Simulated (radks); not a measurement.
The numbers below are computed, except where a source is named.
How relativity changes the ionisation of the gadolinium ion Gd24+ ([Kr] 4d4) to Gd25+ ([Kr] 4d3). Spin-unpolarised spherical Kohn-Sham, PBEsol, point nucleus unless stated (finite: rms radius 5.1569 fm), a radial shooting solver on a logarithmic mesh with Libxc functionals. A level marked "c x" has the speed of light scaled by that factor and shares open shells by 2j + 1; other Dirac levels either fill j = l - 1/2 first or share by 2j + 1.

level                               E(Gd24+) (hartree)  E(Gd25+) (hartree)  IE (eV)   HOMO  <r> HOMO (bohr)
non-rel.                                   -10563.3214         -10533.6056   808.61     4d           0.5460
scalar-rel.                                -11011.1629         -10981.5203   806.62     4d           0.5453
scalar-rel., finite nucleus                -11010.3022         -10980.6594   806.62     4d           0.5453
Dirac, 2j+1 shares                         -11020.1349         -10990.4986   806.45  4d5/2           0.5478
Dirac, low j first                         -11020.8510         -10991.0497   810.94  4d3/2           0.5419
Dirac, 2j+1 shares, finite nucleus         -11019.2690         -10989.6325   806.45  4d5/2           0.5478
Dirac, c x 0.75                            -11464.2712         -11434.7198   804.13  4d5/2           0.5497
Dirac, c x 0.85                            -11227.2806         -11197.6832   805.39  4d5/2           0.5487
Dirac, c x 3                               -10609.2666         -10579.5583   808.40  4d5/2           0.5462

NIST Atomic Spectra Database: 810 eV (theoretical). The relativistic part of the total energy of Gd24+ is -455.9 hartree (Dirac, 2j+1 shares, finite nucleus), 4.3 % of the non-relativistic value. Spin polarisation and multiplet splitting of open shells are left out at every level.

Beside tabulated values, note that relativity, absent from the non-relativistic runs, is large for the heavy elements, and spin-unpolarised runs miss the spin-polarisation part of the exchange energy of open shells.
